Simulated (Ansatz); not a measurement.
Li₄Se₂⁺. Total charge 1; doublet. Geometry PBE-D4/def2-SVP, basis def2-TZVP, Ansatz.

Cartesian coordinates in Å:
```
Li 0.269 -1.778 -0.871
Li -3.080 1.018 -0.493
Li 1.284 1.316 -0.786
Li 0.350 -0.168 1.960
Se 2.074 -0.688 0.333
Se -0.897 0.300 -0.144
```

| run | HOMO (eV) | LUMO (eV) |
| --- | --- | --- |
| A | -8.96 | -6.79 |
| B | -11.47 | -4.58 |
| C | -9.02 | -6.90 |
| D | -8.39 | -7.73 |
| E | -8.31 | -7.41 |
| F | -9.40 | -6.53 |

HSE06 is defined as in plane-wave codes, on full-range PBE exchange. The structure comes from a short search, and lower isomers may exist.

HOMO and LUMO are taken over both spins.

Question: The runs used HSE06, LDA (SPW92), PBE, PBE0, r2SCANh, ωB97X-V. Estimate which is which.

Answer: A r2SCANh (10 % exact exchange); B ωB97X-V (range-separated); C HSE06 (range-separated); D LDA (SPW92) (0 % exact exchange); E PBE (0 % exact exchange); F PBE0 (25 % exact exchange). Exact exchange lowers occupied and raises empty levels; among semilocal functionals meta-GGAs tend to open the gap a little, and such runs are hard to tell apart. The gap grows from 0.66 eV (LDA (SPW92)) to 6.89 eV (ωB97X-V).
